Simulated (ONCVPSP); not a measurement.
# u(r) = r·R(r): atom against pseudo-atom (phosphorus (P))

Columns: radius, all-electron u(r) and pseudo u(r) of the 2s shell (level -173.99 eV) of phosphorus in the configuration [He] 2s2 2p6 3s2 3p3; PBE, scalar-relativistic, ONCV scheme, ONCVPSP 4.0.1.

```json
{"r (bohr)": "0.053", "all-electron": "-0.6691", "pseudo": "0.1995"}
{"r (bohr)": "0.105", "all-electron": "-0.3707", "pseudo": "0.4078"}
{"r (bohr)": "0.158", "all-electron": "0.1738", "pseudo": "0.6361"}
{"r (bohr)": "0.210", "all-electron": "0.6702", "pseudo": "0.8653"}
{"r (bohr)": "0.262", "all-electron": "1.0434", "pseudo": "1.0788"}
{"r (bohr)": "0.315", "all-electron": "1.2864", "pseudo": "1.2548"}
{"r (bohr)": "0.368", "all-electron": "1.4106", "pseudo": "1.3697"}
{"r (bohr)": "0.420", "all-electron": "1.4446", "pseudo": "1.4165"}
{"r (bohr)": "0.473", "all-electron": "1.4150", "pseudo": "1.4016"}
{"r (bohr)": "0.525", "all-electron": "1.3443", "pseudo": "1.3397"}
{"r (bohr)": "0.578", "all-electron": "1.2470", "pseudo": "1.2460"}
{"r (bohr)": "0.630", "all-electron": "1.1385", "pseudo": "1.1382"}
{"r (bohr)": "0.683", "all-electron": "1.0235", "pseudo": "1.0233"}
{"r (bohr)": "0.735", "all-electron": "0.9120", "pseudo": "0.9118"}
{"r (bohr)": "0.788", "all-electron": "0.8037", "pseudo": "0.8035"}
{"r (bohr)": "0.840", "all-electron": "0.7048", "pseudo": "0.7046"}
{"r (bohr)": "0.893", "all-electron": "0.6126", "pseudo": "0.6125"}
{"r (bohr)": "0.945", "all-electron": "0.5312", "pseudo": "0.5311"}
{"r (bohr)": "0.998", "all-electron": "0.4572", "pseudo": "0.4571"}
{"r (bohr)": "1.050", "all-electron": "0.3933", "pseudo": "0.3932"}
{"r (bohr)": "1.102", "all-electron": "0.3373", "pseudo": "0.3372"}
{"r (bohr)": "1.155", "all-electron": "0.2877", "pseudo": "0.2876"}
{"r (bohr)": "1.208", "all-electron": "0.2448", "pseudo": "0.2447"}
{"r (bohr)": "1.260", "all-electron": "0.2086", "pseudo": "0.2085"}
{"r (bohr)": "1.313", "all-electron": "0.1768", "pseudo": "0.1767"}
{"r (bohr)": "1.365", "all-electron": "0.1500", "pseudo": "0.1500"}
```

Q: How many radial nodes do the two functions have?

A: The all-electron 2s function has n − l − 1 = 1; the pseudo-wave has 0, since the states of the same l below it are removed with the core.

Q: At about which radius was the pseudo-wave matched?

A: 0.75 bohr. The columns agree to 0.0005 from 0.63 bohr on; several derivatives are matched, so the curves merge somewhat inside the radius.

Q: Is the pseudo-wave norm-conserving?

A: Yes: the ONCV scheme keeps the norm inside the radius equal to the all-electron one, which fixes the energy derivative of the logarithmic derivative at the level.
